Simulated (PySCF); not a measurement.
Job for PySCF: D3(BJ) and D4 dispersion corrections on AsBH4O2 (SMILES OB(O)[AsH2]), a point of a torsion scan.

```python
from pyscf import gto
from pyscf.dispersion import dftd3, dftd4

mol = gto.M(
    atom='''
    O    -1.13041284   -1.16721678    0.36757883
    B    -0.41732329   -0.06499258    0.07620227
    O    -1.06637147    1.12927838    0.09435778
    As    1.56896165   -0.34873265   -0.34479800
    H    -2.05807058   -1.02683732    0.57057852
    H    -0.56104944    1.91326026   -0.11556257
    H     1.95079679   -0.18317807    1.10192973
    H     1.47641015   -1.82409731   -0.13022148
    ''',
    basis='def2-svp',
    charge=0, spin=0, verbose=0, max_memory=1800)
d3, d4 = {}, {}
for xc in ['hf', 'pbe', 'blyp', 'revpbe', 'tpss', 'r2scan', 'b3lyp', 'pbe0', 'bhlyp', 'camb3lyp', 'b2plyp']:
    d3[xc] = float(dftd3.DFTD3Dispersion(mol, xc=xc, version='d3bj', atm=False).get_dispersion()['energy'])
    print(f'D3(BJ) {xc:10s} {d3[xc]:14.8f} Eh')
for xc in ['hf', 'pbe', 'blyp', 'revpbe', 'tpss', 'r2scan', 'b3lyp', 'pbe0', 'bhlyp', 'camb3lyp', 'b2plyp']:
    d4[xc] = float(dftd4.DFTD4Dispersion(mol, xc={'camb3lyp': 'cam-b3lyp'}.get(xc, xc), atm=True).get_dispersion()['energy'])
    print(f'D4     {xc:10s} {d4[xc]:14.8f} Eh')
```

Program output:

```
D3(BJ) hf            -0.04330794 Eh
D3(BJ) pbe           -0.00525042 Eh
D3(BJ) blyp          -0.01157469 Eh
D3(BJ) revpbe        -0.01313607 Eh
D3(BJ) tpss          -0.00671985 Eh
D3(BJ) r2scan        -0.00143276 Eh
D3(BJ) b3lyp         -0.00951338 Eh
D3(BJ) pbe0          -0.00462339 Eh
D3(BJ) bhlyp         -0.00770322 Eh
D3(BJ) camb3lyp      -0.00431589 Eh
D3(BJ) b2plyp        -0.00455829 Eh
D4     hf            -0.01944713 Eh
D4     pbe           -0.00536561 Eh
D4     blyp          -0.01198593 Eh
D4     revpbe        -0.01667121 Eh
D4     tpss          -0.00726497 Eh
D4     r2scan        -0.00124726 Eh
D4     b3lyp         -0.00873799 Eh
D4     pbe0          -0.00449935 Eh
D4     bhlyp         -0.00669334 Eh
D4     camb3lyp      -0.00455955 Eh
D4     b2plyp        -0.00372677 Eh
```

The run finished.

Cost: very roughly 0.03 core-seconds.
